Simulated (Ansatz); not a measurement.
Two isomers of F2H4O2Si2: A = `O[Si@H](F)[Si@H](O)F`, B = `O[SiH](F)O[SiH2]F`.

Isolated molecules relaxed with PBE0-D4/def2-TZVP in Ansatz; ΔE leaves out vibrations. CCSD(T)/CBS adds triple-zeta CCSD(T) − MP2 to the extrapolated MP2 energy (def2 sets, frozen cores). DFT in def2-TZVPP. B3LYP here is the variant with VWN-RPA as its local correlation; programs differ in this. Each species was taken in one conformer, which may not be the lowest.

Problem. Which isomer does CCSD(T)/CBS put lower? Give the gap. (Best estimate.)

Solution. Ansatz gave: B, by 40.5 kcal/mol.

Problem. Give E(B) − E(A) in kcal/mol with ωB97M-V, B2PLYP, BLYP-D4, CCSD/def2-TZVPP, PBE0-D4, CCSD(T)/def2-SVP, B3LYP. (Estimate.)

Solution. Computed: ωB97M-V -40.2, B2PLYP -40.7, BLYP-D4 -36.2, CCSD/def2-TZVPP -42.0, PBE0-D4 -35.6, CCSD(T)/def2-SVP -40.9, B3LYP -39.1. None reverses the order clearly.

Problem. Does the order hold for the free energy at 298.15 K (harmonic terms from PBE0-D4)? (Estimate.)

Solution. Ansatz gave: Yes: G(B) − G(A) = -42.3 kcal/mol, for one conformer each. Modes under 60 cm⁻¹, often nearly free rotors, make the harmonic entropy too high.

Largest T1 diagnostic: 0.013.

From BLYP to BHLYP (50 % exact exchange), in def2-TZVPP and without D4, E(B) − E(A) moves by −6.7 kcal/mol. In def2-TZVPP, CCSD(T) changes the Hartree–Fock value by +6.5 kcal/mol (the triples alone add +1.0 kcal/mol) and MP2 by +5.0 kcal/mol.
